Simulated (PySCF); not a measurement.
A structure optimised at B3LYP-D3(BJ)/def2-TZVP, used in a PySCF frequency run:

```xyz
3

In     0.0000     0.0000     0.4893
Cl     0.0000     2.0654    -0.7051
Cl     0.0000    -2.0654    -0.7051
```
Charge 0, spin multiplicity 2.

Problem. Write its SMILES, formula and point group.

Solution. [Cl][In][Cl], Cl2In, C2v

Problem. What are its rotational constants (standard atomic weights)?

Solution. 8.0820, 1.6710, 1.3847 GHz
